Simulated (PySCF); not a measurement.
PySCF 2.14 output of an unrestricted LDA calculation on a single atom or ion in aug-cc-pVQZ-DK (7s6p4d3f2g, 84 functions), with scalar relativity by spin-free X2C-1e:

```
SCF conv_tol = 1e-09
number electrons alpha = 9  beta = 9
    P. A. M. Dirac.,  Math. Proc. Cambridge Philos. Soc. 26, 376 (1930)
    F. Bloch.,  Z. Phys. 57, 545 (1929)
    S. H. Vosko, L. Wilk, and M. Nusair.,  Can. J. Phys. 58, 1200 (1980)
cycle= 1 E= -460.20767569937  delta_E= -0.0139  |g|= 0.0489  |ddm|=  1.8
cycle= 2 E= -460.207589462467  delta_E= 8.62e-05  |g|= 0.0292  |ddm|= 0.216
cycle= 3 E= -460.207712618328  delta_E= -0.000123  |g|= 0.0187  |ddm|= 0.133
cycle= 4 E= -460.207908110967  delta_E= -0.000195  |g|= 0.000921  |ddm|= 0.0521
cycle= 5 E= -460.207908710647  delta_E= -6e-07  |g|= 1.2e-05  |ddm|= 0.00193
cycle= 6 E= -460.207908710719  delta_E= -7.18e-11  |g|= 1.41e-06  |ddm|= 2.36e-05
converged SCF energy = -460.207908710719  <S^2> = -3.375078e-14  2S+1 = 1
```

The run itself started from symmetry-adapted Hartree-Fock orbitals and held the occupation by maximum overlap, on a logarithmic radial grid, so the iterations belong to that start.

Which element, charge and spin multiplicity is this?

Cl⁻ (chlorine, charge -1), multiplicity 1; the state was [Ar], closed-shell 1S.

At LDA the highest occupied level has a positive energy, so only the finite basis holds that electron; in a semilocal or global hybrid functional this comes from self-interaction and does not mean that the real anion is unbound.
